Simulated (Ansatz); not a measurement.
Nudged elastic band run: CH₅AlBP

Input:

```yaml
crystal:
  periodic: [false, false, false]
  atoms:
    - { symbol: P, position_ang: [-0.878203, 2.125659, -0.880308] }
    - { symbol: Al, position_ang: [0.480344, 0.206617, -0.604614] }
    - { symbol: B, position_ang: [1.204526, -1.393036, 0.317675] }
    - { symbol: C, position_ang: [0.129366, -0.932096, 1.216705] }
    - { symbol: H, position_ang: [-0.205941, 2.440373, -2.118612] }
    - { symbol: H, position_ang: [-1.877874, 1.328906, -1.554426] }
    - { symbol: H, position_ang: [1.923663, -2.360704, 0.302619] }
    - { symbol: H, position_ang: [-0.482259, 0.013515, 1.180237] }
    - { symbol: H, position_ang: [-0.205222, -1.475633, 2.123524] }
basis:
  gaussian: { orbitals: def2-SVP }
hamiltonian:
  xc: pbe
neb:
  order_check: false
  images: 5
  f_tol: 0.05
  max_iterations: 60
  max_displacement: 0.5
  optimiser: fire
  final_atoms:
    - { symbol: P, position_ang: [-1.41818136, 1.68908237, -1.09616967] }
    - { symbol: Al, position_ang: [0.02322865, -0.16327217, -0.78453464] }
    - { symbol: B, position_ang: [0.97056482, -1.58191097, 0.22880938] }
    - { symbol: C, position_ang: [0.30067753, -0.79449065, 1.28099209] }
    - { symbol: H, position_ang: [-0.3056468, 2.59424879, -0.91351788] }
    - { symbol: H, position_ang: [-1.21598023, 1.62946204, -2.52480123] }
    - { symbol: H, position_ang: [1.75477043, -2.49761162, 0.23924845] }
    - { symbol: H, position_ang: [-0.45304778, 0.03760823, 1.18282028] }
    - { symbol: H, position_ang: [0.43201475, -0.95951502, 2.36995323] }
  initial_path:
    images:
      - { positions_ang: [[-0.878203, 2.125659, -0.880308], [0.480344, 0.206617, -0.604614], [1.204526, -1.393036, 0.317675], [0.129366, -0.932096, 1.216705], [-0.205941, 2.440373, -2.118612], [-1.877874, 1.328906, -1.554426], [1.923663, -2.360704, 0.302619], [-0.482259, 0.013515, 1.180237], [-0.205222, -1.475633, 2.123524]] }
      - { positions_ang: [[-0.74901845, 1.99163729, -1.24127326], [0.33567758, 0.1750853, -0.55101885], [1.19677665, -1.41766069, 0.34611029], [0.06355954, -0.92932204, 1.1704771], [-0.76561081, 2.25512729, -1.92028931], [-1.25333525, 1.84062379, -1.41132386], [2.00718278, -2.30433746, 0.33434907], [-0.62815713, -0.5465191, 1.14171036], [-0.1186749, -1.11103338, 2.11405847]] }
      - { positions_ang: [[-0.6198339, 1.85761558, -1.60223852], [0.19101117, 0.1435536, -0.49742371], [1.18902729, -1.44228538, 0.37454557], [-0.00224692, -0.92654808, 1.12424919], [-1.32528062, 2.06988157, -1.72196662], [-0.62879651, 2.35234158, -1.26822173], [2.09070256, -2.24797093, 0.36607914], [-0.77405527, -1.10655319, 1.10318373], [-0.0321278, -0.74643376, 2.10459294]] }
      - { positions_ang: [[-0.49064935, 1.72359387, -1.96320378], [0.04634475, 0.1120219, -0.44382856], [1.18127794, -1.46691006, 0.40298086], [-0.06805338, -0.92377411, 1.07802129], [-1.88495042, 1.88463586, -1.52364393], [-0.00425776, 2.86405936, -1.12511959], [2.17422234, -2.19160439, 0.39780921], [-0.9199534, -1.66658729, 1.06465709], [0.0544193, -0.38183414, 2.09512741]] }
      - { positions_ang: [[-0.79982669, 1.71209004, -1.67419241], [0.03863938, 0.02025721, -0.55739725], [1.11104023, -1.5052437, 0.3449237], [0.05485692, -0.88067962, 1.14567822], [-1.35851588, 2.1211735, -1.32026858], [-0.40816525, 2.45252692, -1.59168014], [2.03440503, -2.2936068, 0.34495562], [-0.7643182, -1.09852211, 1.10404482], [0.18028445, -0.57439443, 2.18673602]] }
      - { positions_ang: [[-1.10900403, 1.7005862, -1.38518104], [0.03093402, -0.07150748, -0.67096595], [1.04080252, -1.54357733, 0.28686654], [0.17776723, -0.83758514, 1.21333515], [-0.83208134, 2.35771115, -1.11689323], [-0.81207274, 2.04099448, -2.05824068], [1.89458773, -2.39560921, 0.29210204], [-0.60868299, -0.53045694, 1.14343255], [0.3061496, -0.76695473, 2.27834462]] }
      - { positions_ang: [[-1.41818136, 1.68908237, -1.09616967], [0.02322865, -0.16327217, -0.78453464], [0.97056482, -1.58191097, 0.22880938], [0.30067753, -0.79449065, 1.28099209], [-0.3056468, 2.59424879, -0.91351788], [-1.21598023, 1.62946204, -2.52480123], [1.75477043, -2.49761162, 0.23924845], [-0.45304778, 0.03760823, 1.18282028], [0.43201475, -0.95951502, 2.36995323]] }
```

Command:

```bash
$ ansatz run input.yaml --threads 1 --pin off --max-ram 2048MiB --backend cpu --events-out ev --progress --plain --runs-dir out
```

Output, in part (warnings, iteration lines):

```
NEB end point (image 0): max|allowed force component| = 8.040e-3 eV/Å (the criterion of neb.relax_end_points is 1.000e-2)
NEB end point (image 6): max|allowed force component| = 1.506e-2 eV/Å (the criterion of neb.relax_end_points is 1.000e-2)
NEB iter   1: max|band force component| = 2.395e2 eV/Å  barrier→ = 74.3798 eV  barrier← = 74.3797 eV  Δτ_max = 0.5000 Å  (236 SCF iters)
NEB iter   2: max|band force component| = 2.485e1 eV/Å  barrier→ = 9.6266 eV  barrier← = 9.6265 eV  Δτ_max = 0.3840 Å  (167 SCF iters)
NEB iter   3: max|band force component| = 1.303e1 eV/Å  barrier→ = 5.7255 eV  barrier← = 5.7254 eV  Δτ_max = 0.0636 Å  (166 SCF iters)
NEB iter   4: max|band force component| = 6.953e0 eV/Å  barrier→ = 4.5697 eV  barrier← = 4.5696 eV  Δτ_max = 0.0925 Å  (148 SCF iters)
NEB iter   5: max|band force component| = 4.919e0 eV/Å  barrier→ = 3.5737 eV  barrier← = 3.5736 eV  Δτ_max = 0.0839 Å  (146 SCF iters)
NEB iter   6: max|band force component| = 5.579e0 eV/Å  barrier→ = 3.1650 eV  barrier← = 3.1650 eV  Δτ_max = 0.0216 Å  (149 SCF iters)
NEB iter   7: max|band force component| = 3.420e0 eV/Å  barrier→ = 2.9545 eV  barrier← = 2.9544 eV  Δτ_max = 0.0334 Å  (144 SCF iters)
NEB iter   8: max|band force component| = 2.316e0 eV/Å  barrier→ = 2.7089 eV  barrier← = 2.7088 eV  Δτ_max = 0.0354 Å  (145 SCF iters)
NEB iter   9: max|band force component| = 2.605e0 eV/Å  barrier→ = 2.5073 eV  barrier← = 2.5072 eV  Δτ_max = 0.0379 Å  (145 SCF iters)
NEB iter  10: max|band force component| = 3.806e0 eV/Å  barrier→ = 2.2900 eV  barrier← = 2.2899 eV  Δτ_max = 0.0452 Å  (146 SCF iters)
NEB iter  11: max|band force component| = 3.628e0 eV/Å  barrier→ = 2.0103 eV  barrier← = 2.0102 eV  Δτ_max = 0.0514 Å  (143 SCF iters)
NEB iter  12: max|band force component| = 2.140e0 eV/Å  barrier→ = 1.6993 eV  barrier← = 1.6992 eV  Δτ_max = 0.0638 Å  (143 SCF iters)
NEB iter  13: max|band force component| = 1.680e0 eV/Å  barrier→ = 1.3988 eV  barrier← = 1.3987 eV  Δτ_max = 0.0779 Å  (146 SCF iters)
NEB iter  14: max|band force component| = 3.024e0 eV/Å  barrier→ = 1.1666 eV  barrier← = 1.1665 eV  Δτ_max = 0.0898 Å  (144 SCF iters)
NEB iter  15: max|band force component| = 2.915e0 eV/Å  barrier→ = 1.1211 eV  barrier← = 1.1211 eV  Δτ_max = 0.0994 Å  (144 SCF iters)
NEB iter  16: max|band force component| = 1.056e0 eV/Å  barrier→ = 1.0592 eV  barrier← = 1.0591 eV  Δτ_max = 0.0099 Å  (144 SCF iters)
NEB iter  17: max|band force component| = 8.762e-1 eV/Å  barrier→ = 1.0425 eV  barrier← = 1.0424 eV  Δτ_max = 0.0190 Å  (154 SCF iters)
NEB iter  18: max|band force component| = 7.208e-1 eV/Å  barrier→ = 1.0114 eV  barrier← = 1.0113 eV  Δτ_max = 0.0263 Å  (151 SCF iters)
NEB iter  19: max|band force component| = 7.601e-1 eV/Å  barrier→ = 0.9685 eV  barrier← = 0.9684 eV  Δτ_max = 0.0314 Å  (148 SCF iters)
NEB iter  20: max|band force component| = 6.805e-1 eV/Å  barrier→ = 0.9162 eV  barrier← = 0.9161 eV  Δτ_max = 0.0355 Å  (148 SCF iters)
NEB iter  21: max|band force component| = 6.553e-1 eV/Å  barrier→ = 0.8568 eV  barrier← = 0.8567 eV  Δτ_max = 0.0392 Å  (143 SCF iters)
NEB iter  22: max|band force component| = 6.980e-1 eV/Å  barrier→ = 0.7955 eV  barrier← = 0.7954 eV  Δτ_max = 0.0500 Å  (143 SCF iters)
NEB iter  23: max|band force component| = 7.362e-1 eV/Å  barrier→ = 0.7321 eV  barrier← = 0.7320 eV  Δτ_max = 0.0634 Å  (144 SCF iters)
NEB iter  24: max|band force component| = 7.422e-1 eV/Å  barrier→ = 0.6731 eV  barrier← = 0.6730 eV  Δτ_max = 0.0087 Å  (145 SCF iters)
NEB iter  25: max|band force component| = 7.109e-1 eV/Å  barrier→ = 0.6638 eV  barrier← = 0.6637 eV  Δτ_max = 0.0167 Å  (152 SCF iters)
NEB iter  26: max|band force component| = 6.704e-1 eV/Å  barrier→ = 0.6471 eV  barrier← = 0.6470 eV  Δτ_max = 0.0079 Å  (149 SCF iters)
NEB iter  27: max|band force component| = 6.794e-1 eV/Å  barrier→ = 0.6394 eV  barrier← = 0.6393 eV  Δτ_max = 0.0160 Å  (138 SCF iters)
NEB iter  28: max|band force component| = 6.885e-1 eV/Å  barrier→ = 0.6245 eV  barrier← = 0.6244 eV  Δτ_max = 0.0079 Å  (150 SCF iters)
NEB iter  29: max|band force component| = 6.788e-1 eV/Å  barrier→ = 0.6174 eV  barrier← = 0.6173 eV  Δτ_max = 0.0159 Å  (130 SCF iters)
NEB iter  30: max|band force component| = 6.657e-1 eV/Å  barrier→ = 0.6033 eV  barrier← = 0.6032 eV  Δτ_max = 0.0078 Å  (143 SCF iters)
NEB iter  31: max|band force component| = 6.651e-1 eV/Å  barrier→ = 0.5964 eV  barrier← = 0.5963 eV  Δτ_max = 0.0156 Å  (122 SCF iters)
NEB iter  32: max|band force component| = 6.615e-1 eV/Å  barrier→ = 0.5828 eV  barrier← = 0.5827 eV  Δτ_max = 0.0076 Å  (145 SCF iters)
NEB iter  33: max|band force component| = 6.551e-1 eV/Å  barrier→ = 0.5762 eV  barrier← = 0.5761 eV  Δτ_max = 0.0153 Å  (122 SCF iters)
NEB iter  34: max|band force component| = 6.447e-1 eV/Å  barrier→ = 0.5631 eV  barrier← = 0.5630 eV  Δτ_max = 0.0075 Å  (144 SCF iters)
NEB iter  35: max|band force component| = 6.412e-1 eV/Å  barrier→ = 0.5568 eV  barrier← = 0.5567 eV  Δτ_max = 0.0150 Å  (121 SCF iters)
NEB iter  36: max|band force component| = 6.335e-1 eV/Å  barrier→ = 0.5442 eV  barrier← = 0.5441 eV  Δτ_max = 0.0073 Å  (138 SCF iters)
NEB iter  37: max|band force component| = 6.279e-1 eV/Å  barrier→ = 0.5381 eV  barrier← = 0.5380 eV  Δτ_max = 0.0147 Å  (122 SCF iters)
NEB iter  38: max|band force component| = 6.178e-1 eV/Å  barrier→ = 0.5260 eV  barrier← = 0.5259 eV  Δτ_max = 0.0071 Å  (139 SCF iters)
NEB iter  39: max|band force component| = 6.131e-1 eV/Å  barrier→ = 0.5201 eV  barrier← = 0.5200 eV  Δτ_max = 0.0143 Å  (121 SCF iters)
NEB iter  40: max|band force component| = 6.036e-1 eV/Å  barrier→ = 0.5085 eV  barrier← = 0.5084 eV  Δτ_max = 0.0069 Å  (136 SCF iters)
NEB iter  41: max|band force component| = 5.981e-1 eV/Å  barrier→ = 0.5029 eV  barrier← = 0.5028 eV  Δτ_max = 0.0139 Å  (122 SCF iters)
NEB iter  42: max|band force component| = 5.875e-1 eV/Å  barrier→ = 0.4919 eV  barrier← = 0.4918 eV  Δτ_max = 0.0068 Å  (137 SCF iters)
NEB iter  43: max|band force component| = 5.822e-1 eV/Å  barrier→ = 0.4865 eV  barrier← = 0.4864 eV  Δτ_max = 0.0135 Å  (122 SCF iters)
NEB iter  44: max|band force component| = 5.717e-1 eV/Å  barrier→ = 0.4760 eV  barrier← = 0.4759 eV  Δτ_max = 0.0200 Å  (129 SCF iters)
NEB iter  45: max|band force component| = 5.555e-1 eV/Å  barrier→ = 0.4608 eV  barrier← = 0.4607 eV  Δτ_max = 0.0262 Å  (136 SCF iters)
NEB iter  46: max|band force component| = 5.324e-1 eV/Å  barrier→ = 0.4413 eV  barrier← = 0.4412 eV  Δτ_max = 0.0322 Å  (148 SCF iters)
NEB iter  47: max|band force component| = 5.003e-1 eV/Å  barrier→ = 0.4186 eV  barrier← = 0.4185 eV  Δτ_max = 0.0376 Å  (148 SCF iters)
NEB iter  48: max|band force component| = 3.884e-1 eV/Å  barrier→ = 0.3936 eV  barrier← = 0.3935 eV  CI = image 3  Δτ_max = 0.0460 Å  (146 SCF iters)
NEB iter  49: max|band force component| = 3.378e-1 eV/Å  barrier→ = 0.3654 eV  barrier← = 0.3653 eV  CI = image 3  Δτ_max = 0.0549 Å  (145 SCF iters)
NEB iter  50: max|band force component| = 2.686e-1 eV/Å  barrier→ = 0.3358 eV  barrier← = 0.3357 eV  CI = image 3  Δτ_max = 0.0641 Å  (145 SCF iters)
NEB iter  51: max|band force component| = 1.875e-1 eV/Å  barrier→ = 0.3075 eV  barrier← = 0.3074 eV  CI = image 3  Δτ_max = 0.0726 Å  (143 SCF iters)
NEB iter  52: max|band force component| = 1.394e-1 eV/Å  barrier→ = 0.2830 eV  barrier← = 0.2829 eV  CI = image 3  Δτ_max = 0.0041 Å  (144 SCF iters)
NEB iter  53: max|band force component| = 1.522e-1 eV/Å  barrier→ = 0.2801 eV  barrier← = 0.2800 eV  CI = image 3  Δτ_max = 0.0041 Å  (123 SCF iters)
NEB iter  54: max|band force component| = 1.508e-1 eV/Å  barrier→ = 0.2775 eV  barrier← = 0.2774 eV  CI = image 3  Δτ_max = 0.0051 Å  (123 SCF iters)
NEB iter  55: max|band force component| = 2.008e-1 eV/Å  barrier→ = 0.2751 eV  barrier← = 0.2751 eV  CI = image 3  Δτ_max = 0.0062 Å  (121 SCF iters)
NEB iter  56: max|band force component| = 2.300e-1 eV/Å  barrier→ = 0.2729 eV  barrier← = 0.2728 eV  CI = image 3  Δτ_max = 0.0076 Å  (122 SCF iters)
NEB iter  57: max|band force component| = 2.900e-1 eV/Å  barrier→ = 0.2707 eV  barrier← = 0.2707 eV  CI = image 3  Δτ_max = 0.0023 Å  (122 SCF iters)
NEB iter  58: max|band force component| = 1.549e-1 eV/Å  barrier→ = 0.2702 eV  barrier← = 0.2701 eV  CI = image 3  Δτ_max = 0.0033 Å  (110 SCF iters)
NEB iter  59: max|band force component| = 1.531e-1 eV/Å  barrier→ = 0.2692 eV  barrier← = 0.2691 eV  CI = image 3  Δτ_max = 0.0010 Å  (120 SCF iters)
NEB iter  60: max|band force component| = 1.534e-1 eV/Å  barrier→ = 0.2687 eV  barrier← = 0.2686 eV  CI = image 3  Δτ_max = 0.0021 Å  (102 SCF iters)
Error: NEB band did not converge after 60 iterations: max|band force component| = 1.53e-1 eV/Å (threshold 5.0e-2); raise `neb.max_iterations` in a new run, which can start from the last band evaluated (`neb.initial_path`, with `crystal.atoms` and `neb.final_atoms` set to its first and last images), …
```

The run ended unconverged. The band didn't meet its force threshold, so its energies are provisional: the largest band force was still 0.15 eV/Å, and over the last iterations the top stayed at 0.27 eV.

Final band (atoms are numbered from 1 in the order of the input):

```
image  path coordinate (Å)  energy (eV)  dihedral H5–P1–Al2–C4 (°)
    0                 0.00        0.000                        178
    1                 1.26        0.074                       -158
    2                 2.53        0.128                       -111
    3                 3.81        0.269                        -74
    4                 4.99        0.204                        -14
    5                 6.19        0.079                         42
    6                 7.40        0.000                         88
```

Run time: 6.1 min on 1 thread of Intel(R) Xeon(R) 6975P-C (Granite Rapids) (shared host), peak memory 0.13 GiB.
